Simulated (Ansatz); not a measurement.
Si8BH16, a doped cluster cut from the lattice of silicon (B on a surface site), relaxed as a doublet with UKS PBE-D4/def2-SVP in Ansatz, starting from the GFN2-xTB geometry. Force threshold 0.03 eV/Å.

Start:

```xyz
25

B     1.798   -0.813   -0.546
Si    0.188    2.524   -0.687
Si   -1.774   -1.337   -1.391
Si   -0.684   -0.021    2.016
Si    0.502   -1.866   -1.653
Si    2.002    1.095   -1.119
Si    1.426   -0.980    1.414
Si   -0.584    2.262    1.494
Si   -2.344   -1.205    0.863
H     2.874   -1.327   -0.731
H    -0.933    2.230   -1.597
H     0.449    3.942   -0.972
H    -2.692   -2.235   -2.106
H    -2.079   -0.034   -2.007
H    -0.944   -0.153    3.467
H     0.735   -1.883   -3.119
H     0.517   -3.327   -1.370
H     2.356    1.330   -2.542
H     3.125    1.805   -0.448
H     2.385   -0.344    2.352
H     1.369   -2.348    1.989
H     0.327    2.957    2.418
H    -1.867    2.931    1.758
H    -2.473   -2.566    1.408
H    -3.680   -0.639    1.109
```

```json
{"step": "1", "energy (eV)": "-63902.8889", "largest force component (eV/Å)": "1.434", "SCF passes": "25"}
{"step": "2", "energy (eV)": "-63903.4038", "largest force component (eV/Å)": "0.457", "SCF passes": "26"}
{"step": "3", "energy (eV)": "-63903.4913", "largest force component (eV/Å)": "0.392", "SCF passes": "24"}
{"step": "4", "energy (eV)": "-63903.5846", "largest force component (eV/Å)": "0.423", "SCF passes": "25"}
{"step": "5", "energy (eV)": "-63903.6529", "largest force component (eV/Å)": "0.467", "SCF passes": "24"}
{"step": "6", "energy (eV)": "-63903.6794", "largest force component (eV/Å)": "0.365", "SCF passes": "21"}
{"step": "7", "energy (eV)": "-63903.6891", "largest force component (eV/Å)": "0.109", "SCF passes": "22"}
{"step": "8", "energy (eV)": "-63903.6912", "largest force component (eV/Å)": "0.056", "SCF passes": "21"}
{"step": "9 (rejected)", "energy (eV)": "-63903.6910", "largest force component (eV/Å)": "0.141", "SCF passes": "21"}
{"step": "10", "energy (eV)": "-63903.6918", "largest force component (eV/Å)": "0.017", "SCF passes": "20"}
```

Force components are those of the run's own axes.

End:

```xyz
25

B     1.630   -0.723   -0.590
Si    0.135    2.557   -0.760
Si   -1.822   -1.294   -1.463
Si   -0.674   -0.020    1.986
Si    0.452   -1.912   -1.685
Si    2.014    1.166   -1.123
Si    1.450   -0.995    1.448
Si   -0.561    2.271    1.470
Si   -2.333   -1.222    0.833
H     2.621   -1.326   -0.070
H    -1.005    2.172   -1.666
H     0.453    4.012   -1.001
H    -2.745   -2.270   -2.150
H    -2.068    0.072   -2.048
H    -0.792   -0.233    3.483
H     0.760   -1.833   -3.163
H     0.514   -3.367   -1.282
H     2.348    1.297   -2.592
H     3.140    1.799   -0.340
H     2.536   -0.298    2.226
H     1.450   -2.449    1.846
H     0.439    2.901    2.407
H    -1.913    2.889    1.733
H    -2.360   -2.620    1.398
H    -3.669   -0.574    1.104
```

By distances, no bond broke or formed. The bond that changes most is B1–H10, from 1.21 to 1.27 Å (atoms count from 1). A close non-bonded pair moves further: Si7–H10, from 2.61 to 1.95 Å.

No frequencies were taken in this run, so the end may be a saddle point.

Hardware: 2 threads of AMD EPYC 7R13 on a shared host and a share (18 GiB) of an NVIDIA H100 80GB HBM3. Wall time 17 s, peak host memory 0.9 GiB.
